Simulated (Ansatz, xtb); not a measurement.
# C2H9GaOSi: where a starting geometry ends

The starting geometry of this gas-phase singlet was built from a drawn formula by distance geometry; its bonds are those of `O[CH2][GaH][CH2][SiH3]`.

| atom | x (Å) | y (Å) | z (Å) |
| --- | --- | --- | --- |
| C | 1.7232 | -1.6819 | -0.0756 |
| C | -0.7038 | 0.2756 | -0.1563 |
| Ga | 0.8829 | -0.3228 | -1.2306 |
| O | 1.1361 | -2.3175 | 0.9694 |
| Si | -1.6385 | -1.2659 | 0.1668 |
| H | 0.9508 | -1.5902 | 1.7239 |
| H | 1.8492 | -2.5101 | -0.9229 |
| H | 2.7206 | -1.2424 | 0.2119 |
| H | 0.1210 | -0.9525 | -2.5542 |
| H | -0.3538 | 0.7580 | 0.7788 |
| H | -1.2680 | 1.0151 | -0.7817 |
| H | -2.9462 | -1.2406 | -0.3682 |
| H | -1.6190 | -1.5729 | 1.6275 |
| H | -0.9533 | -2.4386 | -0.5279 |

Predict what becomes of its bonds when it is optimised with r2SCAN-D4/def2-SVP.

It keeps its bonds, and is `O[CH2][GaH][CH2][SiH3]`.

The energy falls by 1.82 eV over 17 steps:

```json
{"step": "1", "E − E(last) (eV)": "1.819"}
{"step": "3", "E − E(last) (eV)": "0.159"}
{"step": "5", "E − E(last) (eV)": "0.026"}
{"step": "6", "E − E(last) (eV)": "0.013"}
{"step": "8", "E − E(last) (eV)": "0.005"}
{"step": "10", "E − E(last) (eV)": "0.002"}
{"step": "12", "E − E(last) (eV)": "0.001"}
{"step": "13", "E − E(last) (eV)": "0.000"}
{"step": "15", "E − E(last) (eV)": "0.000"}
{"step": "17", "E − E(last) (eV)": "0.000"}
```

Final geometry (Å):

```xyz
14

C     1.8529   -1.7766   -0.1518
C    -0.7693    0.1544   -0.1932
Ga    0.7258   -0.5638   -1.2559
O     1.2246   -2.0299    1.1071
Si   -1.8313   -1.3485    0.2418
H     1.1912   -1.1959    1.5928
H     1.9259   -2.7531   -0.6616
H     2.9025   -1.4350   -0.0333
H     0.8670   -0.3118   -2.7966
H    -0.4080    0.6201    0.7404
H    -1.3581    0.9056   -0.7417
H    -3.2597   -1.1157   -0.1431
H    -1.7803   -1.6843    1.6939
H    -1.3821   -2.5521   -0.5377
```

From the same start GFN2-xTB ends elsewhere, differing in Ga3–O4 (2.13 against 2.83 Å here).

The end wasn't checked by frequencies. Run with Ansatz 0.2.0, 74 s on 2 threads of Arm Neoverse V1 (shared host).
